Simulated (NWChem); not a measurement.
All runs are NWChem calculations. System: sulfur hexafluoride (F6S), charge 0, spin multiplicity 1, at a geometry optimised with PBE0/def2-SVP. Level: B3LYP/def2-SVP, VWN1-RPA local correlation.

Job file:

```
start mol
memory heap 200 mb stack 900 mb global 1100 mb
geometry units angstroms nocenter noautoz
  F      0.000000     0.000000     1.580681
  S      0.000000     0.000000     0.000000
  F      1.580679     0.000000     0.000000
  F      0.000000     1.580679     0.000000
  F     -1.580679     0.000000     0.000000
  F      0.000000    -1.580679     0.000000
  F      0.000000     0.000000    -1.580681
  symmetry group D2h
end
basis spherical
  * library def2-svp
end
dft
  xc b3lyp
  semidirect memsize 60000000 filesize 0
  iterations 100
end
task dft energy
```

Part of the output:

```
             Northwest Computational Chemistry Package (NWChem) 7.3.0
             --------------------------------------------------------

                                NWChem Input Module
                                -------------------

 Scaling coordinates for geometry "geometry" by  1.889725989
 (inverse scale =  0.529177249)

 Turning off AUTOSYM since
 SYMMETRY directive was detected!

                             Geometry "geometry" -> ""
                             -------------------------

 Output coordinates in angstroms (scale by  1.889725989 to convert to a.u.)

  No.       Tag          Charge          X              Y              Z
 ---- ---------------- ---------- -------------- -------------- --------------
    1 F                    9.0000     0.00000000     0.00000000     1.58068100
    2 S                   16.0000     0.00000000     0.00000000     0.00000000
    3 F                    9.0000     1.58067900     0.00000000     0.00000000
    4 F                    9.0000     0.00000000     1.58067900     0.00000000
    5 F                    9.0000    -1.58067900     0.00000000     0.00000000
    6 F                    9.0000     0.00000000    -1.58067900     0.00000000
    7 F                    9.0000     0.00000000     0.00000000    -1.58068100

 Effective nuclear repulsion energy (a.u.)     560.0197457967

            Nuclear Dipole moment (a.u.)
            ----------------------------
        X                 Y               Z
 ---------------- ---------------- ----------------
     0.0000000000     0.0000000000     0.0000000000

      Symmetry information
      --------------------

 Group name             D2h
 Group number             26
 Group order               8
 No. of unique centers     4

      Symmetry unique atoms

     1    2    3    4


 Summary of "ao basis" -> "" (spherical)
 ------------------------------------------------------------------------------
       Tag                 Description            Shells   Functions and Types
 ---------------- ------------------------------  ------  ---------------------
 *                          def2-svp                  on all atoms

                                 NWChem DFT Module
                                 -----------------

 Summary of "ao basis" -> "ao basis" (spherical)
 ------------------------------------------------------------------------------
       Tag                 Description            Shells   Functions and Types
 ---------------- ------------------------------  ------  ---------------------
 F                          def2-svp                 6       14   3s2p1d
 S                          def2-svp                 8       18   4s3p1d

 Summary of "ao basis" -> "ao basis" (spherical)
 ------------------------------------------------------------------------------
       Tag                 Description            Shells   Functions and Types
 ---------------- ------------------------------  ------  ---------------------
 F                          def2-svp                 6       14   3s2p1d
 S                          def2-svp                 8       18   4s3p1d

      Symmetry analysis of basis
      --------------------------

        ag         27
        au          3
        b1g         8
        b1u        16
        b2g         8
        b2u        16
        b3g         8
        b3u        16

            General Information
            -------------------
          SCF calculation type: DFT
          Wavefunction type:  closed shell.
[...]
 d= 0,ls=0.0,diis     3   -996.5251121838 -7.54D-01  1.15D-03  4.51D-02     0.6
 d= 0,ls=0.0,diis     4   -996.5279002145 -2.79D-03  3.28D-04  6.65D-03     0.7
 d= 0,ls=0.0,diis     5   -996.5283804847 -4.80D-04  7.89D-06  2.03D-06     0.7
 d= 0,ls=0.0,diis     6   -996.5283806068 -1.22D-07  1.85D-06  4.18D-08     0.8

         Total DFT energy =     -996.528380606847
      One electron energy =    -2496.903345823381
           Coulomb energy =     1029.033637723334
    Exchange-Corr. energy =      -88.678418303459
 Nuclear repulsion energy =      560.019745796660

 Numeric. integr. density =       70.000008177152

     Total iterative time =      0.6s

                  Occupations of the irreducible representations
                  ----------------------------------------------

                     irrep           alpha         beta
                     --------     --------     --------
                     ag               11.0         11.0
                     au                0.0          0.0
                     b1g               2.0          2.0
                     b1u               6.0          6.0
                     b2g               2.0          2.0
                     b2u               6.0          6.0
                     b3g               2.0          2.0
                     b3u               6.0          6.0

                       DFT Final Molecular Orbital Analysis
                       ------------------------------------

 Vector   33  Occ=2.000000D+00  E=-4.368170D-01  Symmetry=b3g
              MO Center=  1.2D-27,  2.5D-15,  7.8D-15, r^2= 2.9D+00
   Bfn.  Coefficient  Atom+Function         Bfn.  Coefficient  Atom+Function
  ----- ------------  ---------------      ----- ------------  ---------------
     5      0.361467  1 F  py                52     -0.361467  4 F  pz
    80      0.361467  6 F  pz                93     -0.361467  7 F  py
     8     -0.237655  1 F  py                55      0.237654  4 F  pz
    83     -0.237654  6 F  pz                96      0.237655  7 F  py

 Vector   34  Occ=2.000000D+00  E=-4.368169D-01  Symmetry=b2g
              MO Center= -2.2D-15,  1.2D-27,  6.3D-15, r^2= 2.9D+00
   Bfn.  Coefficient  Atom+Function         Bfn.  Coefficient  Atom+Function
  ----- ------------  ---------------      ----- ------------  ---------------
     4      0.361467  1 F  px                38     -0.361467  3 F  pz
    66      0.361467  5 F  pz                92     -0.361467  7 F  px
     7     -0.237654  1 F  px                41      0.237654  3 F  pz
    69     -0.237654  5 F  pz                95      0.237654  7 F  px

 Vector   35  Occ=2.000000D+00  E=-4.368167D-01  Symmetry=b1g
              MO Center=  1.8D-14,  3.1D-15, -3.8D-17, r^2= 2.9D+00
   Bfn.  Coefficient  Atom+Function         Bfn.  Coefficient  Atom+Function
  ----- ------------  ---------------      ----- ------------  ---------------
    37      0.361467  3 F  py                50     -0.361467  4 F  px
    65     -0.361467  5 F  py                78      0.361467  6 F  px
    40     -0.237655  3 F  py                53      0.237654  4 F  px
    68      0.237655  5 F  py                81     -0.237654  6 F  px

 Vector   36  Occ=0.000000D+00  E=-7.142250D-02  Symmetry=ag
              MO Center= -2.8D-16, -1.0D-16, -2.7D-17, r^2= 2.1D+00
   Bfn.  Coefficient  Atom+Function         Bfn.  Coefficient  Atom+Function
  ----- ------------  ---------------      ----- ------------  ---------------
    17      1.038253  2 S  s                 18      0.529112  2 S  s
    16     -0.518277  2 S  s                  6     -0.261940  1 F  pz
    36     -0.261940  3 F  px                51     -0.261940  4 F  py
    64      0.261940  5 F  px                79      0.261940  6 F  py
    94      0.261940  7 F  pz                 9      0.236877  1 F  pz

 Vector   37  Occ=0.000000D+00  E= 1.149167D-01  Symmetry=b1u
              MO Center=  2.6D-16,  1.7D-17,  1.2D-15, r^2= 1.8D+00
   Bfn.  Coefficient  Atom+Function         Bfn.  Coefficient  Atom+Function
  ----- ------------  ---------------      ----- ------------  ---------------
    27      1.097689  2 S  pz                24      0.703024  2 S  pz
     3     -0.499536  1 F  s                 91      0.499536  7 F  s
     9      0.391371  1 F  pz                97      0.391371  7 F  pz
     6     -0.325988  1 F  pz                94     -0.325988  7 F  pz
    21      0.307001  2 S  pz                 2     -0.170051  1 F  s

 Vector   38  Occ=0.000000D+00  E= 1.149187D-01  Symmetry=b2u
              MO Center=  2.6D-16,  2.0D-15, -3.2D-17, r^2= 1.8D+00
   Bfn.  Coefficient  Atom+Function         Bfn.  Coefficient  Atom+Function
  ----- ------------  ---------------      ----- ------------  ---------------
    26      1.097696  2 S  py                23      0.703024  2 S  py
    49     -0.499541  4 F  s                 77      0.499541  6 F  s
    54      0.391373  4 F  py                82      0.391373  6 F  py
    51     -0.325988  4 F  py                79     -0.325988  6 F  py
    20      0.307000  2 S  py                48     -0.170051  4 F  s

 center of mass
 --------------
 x =   0.00000000 y =   0.00000000 z =   0.00000000

 moments of inertia (a.u.)
 ------------------
         678.051383918933           0.000000000000           0.000000000000
           0.000000000000         678.051383918933           0.000000000000
           0.000000000000           0.000000000000         678.050525995275

     Multipole analysis of the density
     ---------------------------------

     L   x y z        total         alpha         beta         nuclear
     -   - - -        -----         -----         ----         -------
     0   0 0 0     -0.000000    -35.000000    -35.000000     70.000000

     1   1 0 0      0.000000      0.000000      0.000000      0.000000
     1   0 1 0     -0.000000     -0.000000     -0.000000      0.000000
     1   0 0 1      0.000000      0.000000      0.000000      0.000000

     2   2 0 0    -31.710837    -96.157638    -96.157638    160.604439
     2   1 1 0      0.000000      0.000000      0.000000      0.000000
     2   1 0 1      0.000000      0.000000      0.000000      0.000000
     2   0 2 0    -31.710843    -96.157641    -96.157641    160.604439
     2   0 1 1     -0.000000     -0.000000     -0.000000      0.000000
     2   0 0 2    -31.710896    -96.157870    -96.157870    160.604845

 Task  times  cpu:        0.8s     wall:        0.8s

 Total times  cpu:        0.8s     wall:        0.8s
```
